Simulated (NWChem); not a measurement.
System: CH3FO2Si; SMILES O=C(O)[SiH2]F

The following NWChem deck was run.

```
start job
memory heap 200 mb stack 900 mb global 1100 mb
geometry units angstroms noautoz
  O     -0.737218     1.736378    -0.577356
  C      0.041875     0.915284    -0.162857
  O      1.198466     1.224822     0.423133
  Si    -0.388591    -0.940973    -0.347567
  F      0.769591    -1.898383     0.263078
  H      1.261897     2.196985     0.437281
  H     -1.651931    -1.173570     0.396585
  H     -0.528522    -1.215352    -1.799805
end
basis spherical
  * library def2-tzvp
end
dft
  xc xpbe96 cpbe96
  iterations 150
  semidirect filesize 400000000
  mulliken
end
task dft energy
```

All runs use the structure optimised with PBE0/def2-SVP.

**Question.** Predict the main results of this run. (PBE/def2-TZVP.) Quantities: energy (Ha); highest occupied level (eV); orbital gap (eV); dipole (D).

**Answer.** 
| Quantity | Value |
|---|---|
| energy (Ha) | -579.45 |
| highest occupied level (eV) | -6.71 |
| orbital gap (eV) | 4.66 |
| dipole (D) | 0.58 |
